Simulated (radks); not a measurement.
Task: Successive ionisation energies (eV) of one element, from differences of total energies of ions in their ground configurations, starting at charge 0: 14.296, 25.183, 37.084, 49.821, 63.262, 77.291, 110.35, 126.81, 233.65, 271.82, 311.83, 353.61, 397.13, 442.32, 489.15, 537.58, 587.57, 639.07, 790.68, 839.73, 889.48, 939.86. Method: Dirac Kohn-Sham, PBE, spin-unpolarised, spherical densities, point nucleus; open shells are shared between the two j in proportion to 2j + 1; computed with a radial shooting solver on a logarithmic mesh with Libxc functionals. Which element is it?

Result: Krypton (Z = 36). The first species listed is Kr in [Kr], the last Kr21+ in [Ne] 3s2 3p3.
